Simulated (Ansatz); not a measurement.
Geometry optimisation, RKS PBE0/def2-SVP (Ansatz).

Input:

```yaml
crystal:
  periodic: [false, false, false]
  atoms:
    - { symbol: Li, position_ang: [-2.44286, -0.03226, 0.20795] }
    - { symbol: O, position_ang: [-0.95295, 0.24281, 0.60186] }
    - { symbol: C, position_ang: [0.36266, 0.0793, 0.48324] }
    - { symbol: S, position_ang: [0.81888, -0.87228, -1.05567] }
    - { symbol: H, position_ang: [0.91366, 1.02664, 0.39749] }
    - { symbol: H, position_ang: [0.80135, -0.53687, 1.28191] }
    - { symbol: H, position_ang: [0.49926, 0.09266, -1.91679] }
basis:
  gaussian: { orbitals: def2-SVP }
hamiltonian:
  xc: pbe0
relax:
  f_tol: 0.02
  max_steps: 50
```

Launched with:

```bash
$ ansatz run input.yaml --threads 1 --pin off --max-ram 2048MiB --backend cpu --events-out ev --progress --plain --runs-dir out
```

Problem. Where does it end, and by what steps?

Solution. It converged. After 11 steps the energy has fallen by 0.041 eV; Li1 moved furthest, 0.17 Å.

```tsv
step	energy less start (eV)	largest force component (eV/Å)	accepted
0	0.0000	0.777	yes
1	-0.0315	0.453	yes
2	-0.0381	0.205	yes
3	-0.0391	0.084	yes
4	-0.0393	0.143	yes
5	-0.0395	0.024	yes
6	-0.0396	0.022	yes
7	-0.0401	0.048	yes
8	-0.0398	0.074	no
9	-0.0406	0.026	yes
10	-0.0407	0.027	yes
11	-0.0407	0.008	yes
```

```xyz
7
Properties=species:S:1:pos:R:3
Li -2.548 0.018 0.338
O -0.979 0.211 0.548
C 0.338 0.071 0.454
S 0.918 -0.873 -1.066
H 0.899 1.030 0.418
H 0.800 -0.537 1.264
H 0.572 0.081 -1.957
```

Run time: 31 s on 1 thread of Intel(R) Xeon(R) Platinum 8488C (Sapphire Rapids) (shared host), peak memory 0.18 GiB.
